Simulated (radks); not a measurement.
Numerical settings for neutral copper, [Ar] 3d10 4s1. Method: Dirac Kohn-Sham, PBEsol, spin-unpolarised, spherical densities, finite nucleus; Fermi nuclear charge, rms radius 3.8823 fm; computed with a radial shooting solver on a logarithmic mesh with Libxc functionals. The defaults (mesh step 0.008 in ln r, mesh end at 40 bohr or more with all orbitals vanishing there, Anderson mixing 0.5 over 9 steps, residual threshold near 1e-9 with the energy settled to 1e-9 hartree or 1e-11 of itself, here a cap of 95 iterations) give E = -1653.5355 hartree and 4s1/2 at -4.609 eV in 17 iterations. Run on one thread of a shared host, so times are rough (Arm Neoverse N1): 0.15 s of CPU time, 0.15 s wall, 17 iterations on 2381 mesh points. Changes against that run (0 stands for a change within the tolerance of the run):

[
 {"setting": "mesh step in ln r 0.03", "iterations": "17", "converged": "yes", "E (mhartree)": "+0.000257", "e(4s1/2) (meV)": "0", "CPU (s)": "0.06"},
 {"setting": "mesh step in ln r 0.08", "iterations": "4", "converged": "no", "E (mhartree)": "diverged", "e(4s1/2) (meV)": "-", "CPU (s)": "0.01"},
 {"setting": "mesh step in ln r 0.005", "iterations": "17", "converged": "yes", "E (mhartree)": "0", "e(4s1/2) (meV)": "0", "CPU (s)": "0.23"},
 {"setting": "mesh end (bohr) 12", "iterations": "18", "converged": "yes", "E (mhartree)": "+0.0196", "e(4s1/2) (meV)": "+2.51", "CPU (s)": "0.14"},
 {"setting": "mesh end (bohr) 8", "iterations": "17", "converged": "yes", "E (mhartree)": "+1.84", "e(4s1/2) (meV)": "+126", "CPU (s)": "0.13"},
 {"setting": "residual threshold 1e-13", "iterations": "28", "converged": "yes", "E (mhartree)": "0", "e(4s1/2) (meV)": "0", "CPU (s)": "0.2"},
 {"setting": "residual threshold 1e-05", "iterations": "13", "converged": "yes", "E (mhartree)": "0", "e(4s1/2) (meV)": "-0.0316", "CPU (s)": "0.13"},
 {"setting": "mixing 1.5", "iterations": "5", "converged": "no", "E (mhartree)": "diverged", "e(4s1/2) (meV)": "-", "CPU (s)": "0.1"},
 {"setting": "linear mixing, mixing 0.5", "iterations": "95", "converged": "no", "E (mhartree)": "+352", "e(4s1/2) (meV)": "-1.43e+03", "CPU (s)": "0.92"},
 {"setting": "linear mixing, mixing 0.05", "iterations": "95", "converged": "no", "E (mhartree)": "+0.00281", "e(4s1/2) (meV)": "-13.5", "CPU (s)": "0.6"},
 {"setting": "mixing history 3", "iterations": "19", "converged": "yes", "E (mhartree)": "0", "e(4s1/2) (meV)": "0", "CPU (s)": "0.15"},
 {"setting": "iteration cap 8", "iterations": "8", "converged": "no", "E (mhartree)": "+0.142", "e(4s1/2) (meV)": "-54.2", "CPU (s)": "0.07"}
]

Settings that end as converged yet miss the energy by more than 1 mhartree: mesh end (bohr) 8 (+0.00184 hartree). A mesh that ends early acts as a hard wall.
